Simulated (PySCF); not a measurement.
Ge2H6S, SMILES [S]([GeH3])[GeH3]. Heavy atoms are numbered as in [GeH3:1][S:2][GeH3:3]. Hydrogens are named by the atom that carries them.

Geometry: B3LYP-D3(BJ)/def2-SVP.

Calculation: HF/pcSseg-1 (PySCF).

GIAO shieldings, no solvent; atoms alike by connectivity are averaged. δ = σ(ref) − σ: ⁷³Ge against GeH4 (σ = 1776.1 ppm); ³³S against H2S (σ = 725.2 ppm); ¹H against TMS (σ = 31.99 ppm), references at their B3LYP-D3(BJ)/def2-TZVP geometries, non-relativistic.

```
atoms       nucleus  count  δ (ppm)
----------  -------  -----  -------
Ge1 (GeH3)     ⁷³Ge      2        …
S2              ³³S      1   -190.6
H on Ge1         ¹H      6     4.66
```

Question: Some entries are withheld; supply them. (Estimate from the structure and the level; the computed values follow.)

Answer: 
- Ge1 (GeH3), δ (ppm): 137.4
